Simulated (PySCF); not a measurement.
PySCF job for C5H8O, SMILES C=CCOC=C, C-PCM-PBE0/def2-SVP. Geometry: B3LYP-D3(BJ)/def2-SVP. Other conformers were not sampled.

```python
import numpy as np
from pyscf import gto, scf, dft
from pyscf.solvent import pcm

mol = gto.M(
    atom='''
    C     2.25963190    0.87468828    0.37973423
    C     1.94833970   -0.40840242    0.19234378
    C     0.56553424   -0.93320896   -0.04191230
    O    -0.37266357    0.12083826   -0.05146796
    C    -1.67861265   -0.22793173   -0.12818855
    C    -2.65461216    0.65913492   -0.33853237
    H     1.48620093    1.64565232    0.37046313
    H     3.29394343    1.18581576    0.54575670
    H     2.72944680   -1.17781770    0.20022625
    H     0.53566603   -1.48515422   -1.00432649
    H     0.30980994   -1.67022375    0.74791256
    H    -1.88912715   -1.29718792    0.01194043
    H    -2.43356141    1.71938422   -0.47932316
    H    -3.69275610    0.32714451   -0.36157457
    ''',
    basis='def2-SVP',
    charge=0,
    spin=0,
    max_memory=1600,
    verbose=3,
)
mf = dft.RKS(mol, xc='pbe0').density_fit(auxbasis='def2-universal-jkfit')
mf.grids.level = 3
mf.conv_tol = 1e-9
mf.max_cycle = 100
mf.kernel()
res = {}
for name, eps in {'water': 78.355, 'dichloromethane': 8.93, 'ethylethanoate': 5.9867}.items():
    s = mf.PCM()
    s.with_solvent.method, s.with_solvent.eps, s.with_solvent.lebedev_order = 'C-PCM', eps, 29
    s.kernel(mf.make_rdm1())
    res[name] = (s.e_tot, eps, s.dip_moment(), s.mo_energy, s.converged)
    print(f'{name}: electrostatic solvation free energy {(s.e_tot - mf.e_tot) * 627.509474:.3f} kcal/mol')
```

Log of the run:

```
converged SCF energy = -269.985680601851

WARN: PCM is an experimental feature. It is still in testing.
Features and APIs may be changed in the future.

converged SCF energy = -269.992318125487
Dipole moment(X, Y, Z, Debye):  0.50016, -2.42919,  0.03283
water: electrostatic solvation free energy -4.165 kcal/mol

WARN: PCM is an experimental feature. It is still in testing.
Features and APIs may be changed in the future.

converged SCF energy = -269.991542354246
Dipole moment(X, Y, Z, Debye):  0.49016, -2.32156,  0.03302
dichloromethane: electrostatic solvation free energy -3.678 kcal/mol

WARN: PCM is an experimental feature. It is still in testing.
Features and APIs may be changed in the future.

converged SCF energy = -269.991124874977
Dipole moment(X, Y, Z, Debye):  0.48486, -2.26538,  0.03310
ethylethanoate: electrostatic solvation free energy -3.416 kcal/mol
```

Self-consistency was reached.
